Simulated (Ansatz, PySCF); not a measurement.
C4H4F2, SMILES C=C=CC(F)F.

Geometry optimised at TPSSh-D3(BJ)/def2-SVP. Other conformers were not sampled.

Vertical ionisation energy (IE) and electron affinity (EA) in eV. Rows of orbital energies are one-electron estimates. Where ΔSCF, EOM or ADC give a negative EA the extra electron is unbound and the value depends on the basis.

| level | IE | EA |
|---|---|---|
| −ε(HOMO), −ε(LUMO), HF/def2-TZVP (PySCF) | 10.95 | -3.48 |
| −ε(HOMO), −ε(LUMO), PBE/def2-TZVP (PySCF) | 7.03 | 1.43 |
| ΔSCF, PBE0/def2-SVPD (Ansatz), final states of multiplicity 2 and 2 | 10.50 | -1.43 |
| ΔSCF, PBE/def2-SVPD (Ansatz), final states of multiplicity 2 and 2 | 10.27 | -1.33 |

Task: What vertical singlet–triplet gap does ΔSCF give with PBE0/def2-SVPD (Ansatz, an electronic-structure program) and with PBE/def2-SVPD (Ansatz)? (Estimate from the structure and the level; the computed values follow.)

Result: 4.53 and 4.64 eV (triplet above singlet where positive).
